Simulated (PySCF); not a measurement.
Correlation energy of Rh (rhodium, neutral)

[Kr] 4d8 5s1, high-spin 4F determinant. All numbers are calculated (PySCF 2.14, scalar relativity by spin-free X2C-1e, in x2c-TZVPPall with one added diffuse shell each of s, p, d, f type (9s7p7d3f1g, 95 functions)). Frozen: [Kr]; 9 electrons correlated.

```tsv
level	correlation energy (mhartree)
CCSD	-244.97
(T)	-10.19
CCSD(T)	-255.16
```

Diagnostics: T1 = 0.017, D1 = 0.0656, largest double amplitude 0.018.

Is a single reference adequate?

Yes, within this model without spin-orbit coupling: T1 lies below 0.03 and no double amplitude reaches 0.07.
